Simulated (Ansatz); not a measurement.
Geometry optimisation, RKS PBE0-D4/def2-SVP in Ansatz.

Input:

```yaml
crystal:
  periodic: [false, false, false]
  atoms:
    - { symbol: F, position_ang: [-0.20337, -2.34216, 1.62322] }
    - { symbol: In, position_ang: [0.80001, -0.86064, 0.734] }
    - { symbol: Cl, position_ang: [3.06527, -0.94578, 1.1476] }
    - { symbol: Ge, position_ang: [-0.68746, 0.77743, -0.65458] }
    - { symbol: H, position_ang: [-1.23711, 0.11292, -1.89525] }
    - { symbol: H, position_ang: [-1.86164, 1.28758, 0.14406] }
    - { symbol: H, position_ang: [0.1243, 1.97066, -1.09905] }
basis:
  gaussian: { orbitals: def2-SVP }
hamiltonian:
  xc: pbe0
  dispersion: d4
relax:
  f_tol: 0.015
  max_steps: 40
```

Launched with:

```bash
$ ansatz run input.yaml --threads 2 --pin off --max-ram 3072MiB --backend cpu --events-out ev --progress --plain --runs-dir out
```

Q: Where does it end, and by what steps?

A: It converged. After 6 steps the energy has fallen by 0.081 eV; In2 moved furthest, 0.12 Å.

```tsv
step	energy less start (eV)	largest force component (eV/Å)	accepted
0	0.0000	1.202	yes
1	-0.0663	0.287	yes
2	-0.0792	0.055	yes
3	-0.0802	0.039	yes
4	-0.0812	0.039	yes
5	-0.0814	0.027	yes
6	-0.0815	0.004	yes
```

```xyz
7
Properties=species:S:1:pos:R:3
F -0.124 -2.396 1.663
In 0.685 -0.875 0.728
Cl 3.002 -0.897 1.106
Ge -0.691 0.807 -0.673
H -1.218 0.076 -1.918
H -1.867 1.307 0.178
H 0.213 1.977 -1.084
```

Run time: 30 s on 2 threads of Arm Neoverse V1, on a shared host, peak memory 0.27 GiB.
